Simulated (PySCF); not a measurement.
## Calculated data, B₂FHN, AlBH₃

Computed with PySCF 2.14.0. Calculation on a computer-drawn molecule: vertical ionisation energy to the stated ion spin, frozen-core CCSD(T) at the basis limit and cheaper methods, single-reference cases, UHF for radicals, no spin-orbit; all values are single points at the evaluated structure, the first of each entry, which is the reference or a displaced copy of it and isn't optimised; the reference structure only sets the zero of the energies above reference; triples share is (T) over the correlation energy.

Common to all runs: charge 1; multiplicity 1; ion multiplicity 2; diffuse functions no; reference is the Hartree-Fock double-zeta minimum; best is HF at quadruple zeta + MP2 correlation extrapolated from triple and quadruple zeta + CCSD(T) minus MP2 at triple zeta; basis step is the size of the change from the same recipe one zeta lower.

(1) B₂FHN

Evaluated structure:
```xyz
5
B2FHN
B     -2.1333    -1.1264    -2.6324
N     -1.7129    -0.8538    -1.4448
B     -1.1537    -0.6176    -0.0649
F     -0.7356    -0.3722     1.0884
H     -2.5188    -1.3330    -3.7240
```

Reference structure:
```xyz
5
B2FHN
B     -2.1332    -1.1068    -2.6295
N     -1.6892    -0.8725    -1.4510
B     -1.2434    -0.6371    -0.2670
F     -0.8132    -0.4100     0.8757
H     -2.5382    -1.3206    -3.7046
```

- basis: cc-pVnZ
- T1 diagnostic at triple zeta: ?
- total energy CCSD(T) triple zeta: ?
- D1 diagnostic at triple zeta: ?
- triples share at triple zeta: ?

Drawn bonds:
```tsv
atom	other atom	order
1	2	1
2	3	2
3	4	1
1	5	1
```

(2) AlBH₃

Evaluated structure:
```xyz
5
AlBH3
B      2.0353    -0.5078    -0.8733
Al     1.0135    -1.0398    -2.7164
H      1.9145     0.6049    -0.4727
H      2.6781    -1.3490    -0.3322
H      0.2841    -1.4192    -4.0319
```

Reference structure:
```xyz
5
AlBH3
B      2.0353    -0.5078    -0.8733
Al     1.0135    -1.0398    -2.7164
H      1.9145     0.6049    -0.4727
H      2.6781    -1.3490    -0.3322
H      0.2841    -1.4192    -4.0319
```

- basis: cc-pV(n+d)Z
- ion D1 diagnostic at triple zeta: ?

Drawn bonds:
```tsv
atom	other atom	order
1	2	1
1	3	1
1	4	1
2	5	1
```

Questions
1. B₂FHN (entry 1): T1 diagnostic at triple zeta?
2. Give the missing total energy CCSD(T) triple zeta for B₂FHN (entry 1).
3. Estimate the D1 diagnostic at triple zeta of B₂FHN (entry 1).
4. B₂FHN (entry 1): triples share at triple zeta?
5. Give the missing ion D1 diagnostic at triple zeta for AlBH₃ (entry 2).
6. Give the table of triple zeta values for AlBH₃ (entry 2).

Answers
1. 0.01659
2. -204.3228 hartree
3. 0.03998
4. 0.04204
5. 0.05543
6. 
Triple zeta:
```tsv
method	ionisation energy (eV)	energy above reference (kcal/mol)
HF	15.79	0
PBE	16.43	0
r2SCAN	16.46	0
B3LYP	16.6	0
wB97X	16.66	0
MP2	16.66	0
CCSD	16.67	0
CCSD(T)	16.7	0
```

Further results for B₂FHN (entry 1):

- ionisation energy best: 18.69 eV
- ionisation energy basis step: 0.02658 eV
- energy above reference best: 23.14 kcal/mol
- energy above reference basis step: 1.269 kcal/mol
- ionisation energy Koopmans at triple zeta: 19.05 eV
- ionisation energy EOM CCSD at triple zeta: 18.54 eV
- total energy HF triple zeta: -203.6925 hartree
- total energy best: -204.4171 hartree
- ion T1 diagnostic at triple zeta: 0.01829
- ion D1 diagnostic at triple zeta: 0.05533
- ion spin squared at triple zeta: 0.7586
- basis functions triple zeta: 134

Triple zeta:
```tsv
method	ionisation energy (eV)	energy above reference (kcal/mol)
HF	16.84	29.27
PBE	18.71	20.66
r2SCAN	18.53	23.6
B3LYP	18.63	23.84
wB97X	18.45	24.01
MP2	18.74	21.93
CCSD	18.38	23.42
CCSD(T)	18.56	21.88
```

Further results for AlBH₃ (entry 2):

- ionisation energy best: 16.8 eV
- ionisation energy basis step: 0.02829 eV
- energy above reference best: 0 kcal/mol
- energy above reference basis step: 0 kcal/mol
- ionisation energy Koopmans at triple zeta: 16.73 eV
- ionisation energy EOM CCSD at triple zeta: 16.76 eV
- total energy HF triple zeta: -268.0508 hartree
- total energy CCSD(T) triple zeta: -268.2342 hartree
- total energy best: -268.2541 hartree
- T1 diagnostic at triple zeta: 0.009753
- D1 diagnostic at triple zeta: 0.01847
- ion T1 diagnostic at triple zeta: 0.02301
- ion spin squared at triple zeta: 0.8067
- triples share at triple zeta: 0.02385
- basis functions triple zeta: 111
